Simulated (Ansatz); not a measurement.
One change: `BB(C)C[SiH3]` becomes `BB(C)O`.

Ansatz, PBE0-D4/def2-TZVP geometries, multiplicity 1. Each molecule was computed in one conformer, which needn't be the lowest.

```tsv
property	`BB(C)C[SiH3]`
HOMO energy (PBE0/def2-TZVPP) / eV	-7.76
size of the dipole moment (B3LYP/def2-TZVPP) / D	0.77
LUMO energy (PBE0/def2-TZVPP) / eV	-1.55
LUMO energy (PBE/def2-TZVPP) / eV	-2.56
HOMO–LUMO gap (PBE0/def2-TZVPP) / eV	6.21
HOMO–LUMO gap (ωB97M-V/def2-TZVPP) / eV	10.35
```

Task: Give the same properties after the change, and the shifts. (An estimate is asked.)

Result: Computed: 
```tsv
property	`BB(C)O`	shift
HOMO energy (PBE0/def2-TZVPP) / eV	-7.66	0.10
size of the dipole moment (B3LYP/def2-TZVPP) / D	0.97	0.20
LUMO energy (PBE0/def2-TZVPP) / eV	-1.89	-0.34
LUMO energy (PBE/def2-TZVPP) / eV	-2.90	-0.34
HOMO–LUMO gap (PBE0/def2-TZVPP) / eV	5.77	-0.44
HOMO–LUMO gap (ωB97M-V/def2-TZVPP) / eV	9.94	-0.41
```

With PBE0 the HOMO rises by 0.10 eV and the LUMO falls by 0.34 eV, so the gap narrows by about 0.44 eV. PBE moves the HOMO by 0.16 eV and ωB97M-V by 0.08 eV. Dipoles are sizes alone; their direction can turn.

B3LYP here is the variant with VWN-RPA as its local correlation; programs differ in this.
